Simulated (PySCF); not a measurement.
## Selenium: a sound run and one with changed settings

Sound run: Se+ [Ar] 3d10 4s2 4p3, Se(2+) [Ar] 3d10 4s2 4p2. All numbers are calculated (PySCF 2.14, the spin-free X2C one-electron Hamiltonian (Gaussian nucleus), in jorge-DZP-DKH (8s6p2d1f, 43 functions)). In the sound run the correlated levels freeze [Ar] 3d10. The sound run starts from symmetry-adapted Hartree-Fock orbitals and uses a fine grid where one is needed.

Changed run: a valence shell is frozen. This setting is unsound on purpose.

```csv
species,method,sound run (hartree),changed run (hartree),converged
Se+,MP2,-2427.64960,-2427.62669,yes
Se+,CCSD(T),-2427.65543,-2427.62753,yes
Se(2+),MP2,-2426.88091,-2426.85522,yes
Se(2+),CCSD(T),-2426.88988,-2426.85553,yes
```

Ionisation energy of Se+:

```
 method  sound run (eV)  changed run (eV)
    UHF          20.921            20.921
    MP2          20.917            20.993
SCS-MP2          20.851            20.945
   CCSD          20.831            21.007
CCSD(T)          20.832            21.007
```

Freezing a valence shell removes pair correlation that changes on ionisation.

For comparison, NIST gives 21.196 ± 0.01 eV between the lowest levels.
